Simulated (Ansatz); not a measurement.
Species: KF, charge -1, multiplicity 2. 
Geometry from a B3LYP-D3(BJ)/def2-TZVP (Ansatz, a program for electronic structure) optimisation:
```
K
F 1 2.2949
```
Charge -1, spin multiplicity 2.

Basis-set convergence of Hartree-Fock and MP2 correlation energies (hartree) with Ansatz. Cores are frozen in the correlated levels unless marked. Open shells are spin-unrestricted. No spin-orbit coupling. The frozen core is the preceding noble-gas configuration, with the filled d and f shells of earlier blocks. The outer core of K, Ca and their heavier congeners is not correlated, a term that matters for these elements. Non-relativistic.

```tsv
basis	functions	E(HF)	E(corr, MP2)
def2-SVPD	50	-698.49486	-0.22188
def2-TZVPPD	76	-698.68497	-0.28176
def2-QZVPPD	136	-698.70055	-0.30662
```

Extrapolating the two largest sets (X = 3 and 4) as X^-3: E(corr) = (64·(-0.30662) - 27·(-0.28176))/37 = -0.3248 Eh, an estimate of the basis-set limit. The largest set recovers 94.4 % of it, the smallest 68.3 %.
